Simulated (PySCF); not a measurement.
ZrF2, SMILES [F][Zr][F] (connectivity only; charge and spin as stated), neutral, multiplicity 3. Atoms are numbered in the order given.

```xyz
3

Zr     0.0000     0.0000     0.2320
F      0.0000    -1.7571    -0.5155
F      0.0000     1.7571    -0.5155
```
Charge 0, spin multiplicity 3.

Geometry optimised at PBE0-D3(BJ)/def2-TZVP. The multiplicity is an assumed one; other spin states were not compared. The def2 effective core potentials stand for the cores of Zr; spin–orbit coupling is left out.

Calculation: ωB97X/def2-TZVPD run with PySCF.

Mulliken values depend strongly on the basis, most of all with diffuse functions as here. ESP charges are fitted to the potential on shells at 1.4 to 2.0 van der Waals radii. Atomic charges (e):

```
atom  Mulliken  ESP fit  Mulliken spin
----  --------  -------  -------------
Zr1       1.22     0.57           1.96
F2       -0.61    -0.28           0.02
F3       -0.61    -0.28           0.02
```
